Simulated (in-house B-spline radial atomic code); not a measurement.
A run on an ion of nuclear charge 65 with 65.1 electrons that did not converge. Method: scalar-relativistic (X2C) LDA exchange-only, spin-polarised, spherical fractional occupations, Fermi nucleus of rms radius 5.06 fm; computed with an all-electron radial atomic-structure program (B-spline basis).

Command:
```bash
python run_scf.py task.json out
```
Settings (nuclear radius in fm, mass in u):
```
Z                65
configuration    [Xe] 4f9.1 6s2
hamiltonian      x2c
method           lda,
spin_polarised   True
nucleus          fermi
rms_radius       5.06
atomic_mass      158.92535
speed_of_light   137.035999084
```

First and last ten iterations of the last attempt (damped for 15 steps, keeping 80 % of the old Fock matrix, then DIIS):
```
 iter        energy (Eh)    residual
    1      -11649.455201    7.07e-01
    2      -11651.528841    1.30e+00
    3      -11672.635123    8.09e-01
    4      -11683.860822    4.91e-01
    5      -11689.362381    3.05e-01
    6      -11691.829588    1.98e-01
    7      -11692.849334    1.22e-01
    8      -11693.254763    7.44e-02
    9      -11693.424439    5.25e-02
   10      -11693.505075    3.93e-02
  111      -11691.720347    1.24e-01
  112      -11691.725024    1.23e-01
  113      -11691.732986    1.23e-01
  114      -11693.597281    8.20e-03
  115      -11693.597023    8.40e-03
  116      -11691.676554    1.26e-01
  117      -11691.674908    1.26e-01
  118      -11691.675320    1.26e-01
  119      -11691.675291    1.26e-01
  120      -11691.674892    1.26e-01
 not converged after 120 iterations
```

The smallest residual met was 6.5e-03; the threshold is about 6e-07. No energy from this run should be used. The likely cause: this method binds the added charge weakly or not at all at the basis-set limit, so charge moves back and forth between the atom and the box. Cost of the run: 2.5 s on 1 thread of Arm Neoverse V2, with other jobs on the host.
